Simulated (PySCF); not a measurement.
HfI4, optimised at PBE0/def2-TZVP:

```xyz
5

Hf    -0.0149     0.0097    -0.0164
I     -0.0152     1.0677    -2.4788
I     -0.0207    -2.6646    -0.1932
I      2.1773     0.8122     1.3002
I     -2.2009     0.8214     1.3048
```

Method: PySCF energies plus ideal-gas RRHO corrections (1 bar). All species are closed-shell singlets. Hf, I: scalar-relativistic def2 core potential, no spin-orbit coupling.

Question: List the harmonic frequencies (cm⁻¹, unscaled) at this level and at the other levels, each on its own geometry.

Answer: 
- PBE0/def2-TZVP: 44, 44, 52, 52, 52, 165, 216, 216, 216
- PBE/def2-SVP: 43, 43, 50, 50, 50, 160, 211, 211, 211
